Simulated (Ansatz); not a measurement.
C$_{2}$H$_{8}$BFSi (`BC[SiH](C)F`) at its PBE0-D4/def2-TZVP geometry, where that method's forces vanish. Total charge 0; spin multiplicity 1.

```tsv
atom	x (Å)	y (Å)	z (Å)
B1	0.995	-1.611	0.444
C2	1.256	-0.338	-0.370
Si3	-0.364	0.507	-0.805
C4	-1.342	0.993	0.691
F5	0.015	1.837	-1.623
H6	0.792	-2.658	-0.102
H7	0.927	-1.570	1.640
H8	1.810	0.435	0.176
H9	1.717	-0.519	-1.346
H10	-1.164	-0.341	-1.724
H11	-0.744	1.602	1.373
H12	-1.667	0.101	1.235
H13	-2.231	1.563	0.411
```

Problem. For each bond, give half the difference of the two atoms' forces along it (eV/Å; positive pushes the atoms apart) under PBE-D4, r2SCAN-D4, B3LYP-D4, ωB97M-V in def2-TZVPP. (Estimate.)

Solution. Computed: 
```tsv
bond	length (Å)	PBE-D4	r2SCAN-D4	B3LYP-D4	ωB97M-V
B1–C2	1.533	-0.11	0.00	0.10	0.14
B1–H6	1.198	0.07	-0.03	-0.11	-0.12
B1–H7	1.199	0.07	-0.03	-0.11	-0.12
C2–Si3	1.878	0.07	0.04	0.07	-0.02
C2–H8	1.096	0.12	0.00	-0.05	-0.06
C2–H9	1.095	0.12	0.00	-0.05	-0.06
Si3–C4	1.852	-0.09	-0.02	0.07	0.02
Si3–F5	1.606	0.50	0.03	0.16	0.16
Si3–H10	1.485	0.01	-0.03	-0.15	-0.17
C4–H11	1.093	0.11	0.00	-0.04	-0.04
C4–H12	1.094	0.10	-0.01	-0.05	-0.04
C4–H13	1.092	0.11	0.00	-0.05	-0.05
```

B3LYP here is the variant with VWN-RPA as its local correlation; programs differ in this.
